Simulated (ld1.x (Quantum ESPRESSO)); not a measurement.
**u(r) = r·R(r): atom against pseudo-atom (arsenic (As))**

Columns: radius, all-electron u(r) and pseudo u(r) of the 4s shell (level -18.97 eV) of arsenic in the configuration [Ar] 3d10 4s2 4p2.5; LDA (PZ), scalar-relativistic, TM semilocal scheme, ld1.x (Quantum ESPRESSO) 7.5.

```csv
r (bohr),all-electron,pseudo
0.130,-0.2377,-0.0301
0.260,0.0642,-0.0640
0.390,0.3590,-0.1058
0.520,0.3495,-0.1601
0.650,0.1580,-0.2316
0.780,-0.0883,-0.3226
0.910,-0.3198,-0.4310
1.040,-0.5081,-0.5471
1.170,-0.6463,-0.6549
1.300,-0.7377,-0.7384
1.430,-0.7895,-0.7894
1.560,-0.8094,-0.8094
1.690,-0.8052,-0.8052
1.820,-0.7831,-0.7831
1.950,-0.7487,-0.7487
2.080,-0.7060,-0.7060
2.210,-0.6586,-0.6586
2.340,-0.6089,-0.6089
2.470,-0.5587,-0.5587
2.600,-0.5095,-0.5095
2.730,-0.4621,-0.4621
2.860,-0.4172,-0.4172
2.990,-0.3752,-0.3752
3.120,-0.3362,-0.3362
3.250,-0.3003,-0.3003
3.380,-0.2676,-0.2676
```

Task: How many radial nodes do the two functions have?

Result: The all-electron 4s function has n − l − 1 = 3 (the table is too coarse to show those close to the nucleus); the pseudo-wave has 0, since the states of the same l below it are removed with the core.

Task: At about which radius was the pseudo-wave matched?

Result: 1.60 bohr. The columns agree to 0.0005 from 1.43 bohr on; several derivatives are matched, so the curves merge somewhat inside the radius.

Task: Is the pseudo-wave norm-conserving?

Result: Yes: the TM semilocal scheme keeps the norm inside the radius equal to the all-electron one, which fixes the energy derivative of the logarithmic derivative at the level.
